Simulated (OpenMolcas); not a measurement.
An OpenMolcas run meant for Ta³⁺ (ANO-R2, X2C; inactive shells 1s 2s 2p 3s 3p 3d 4s 4p 4d 4f 5s 5p; intended active space 2 electrons in 5 orbitals (5d)). One step of its input:

```
&CASPT2
Multistate=10 1 2 3 4 5 6 7 8 9 10
Frozen=14 16
IPEA=-0.1
Imaginary=0.1
MaxIter=60
WThr=0.0 0.3 0.05
PrWF=0.5
NoMix
```

The run finished. Its levels beside those of a sound run (SS-CASPT2, IPEA 0.25 Eh, imaginary shift 0.1 Eh (closed shells correlated: 5s 5p)), in cm⁻¹ above each run's lowest level:

```csv
Level,This run,Usual run
5d² ³F₂,0.0,0.0
5d² ³F₃,5101,5047
5d² ³F₄,9435,9372
5d² ¹D₂ [66 %],10674,11012
5d² ³P₀,13002,13319
5d² ³P₁,14240,14557
5d² ³P₂,18641,18974
5d² ¹G₄,19784,19593
```

Which setting is unsound, and how much does it matter here?

The IPEA shift is negative. Against the sound run the excited levels shown move by 230 cm-1 on average and by 340 cm-1 at most.

Term energies are means over components that CASPT2 splits; among the terms shown or strongly mixed into the levels shown the widest spread is 630 cm-1 (5d² ³F, this run). Some high roots are left out of the spin-orbit mixing, which shifts the levels that they would mix with. Levels of configurations outside the active space are missing.

A share in square brackets marks a mixed level and gives the weight of the term that names it, the lowest over the columns.
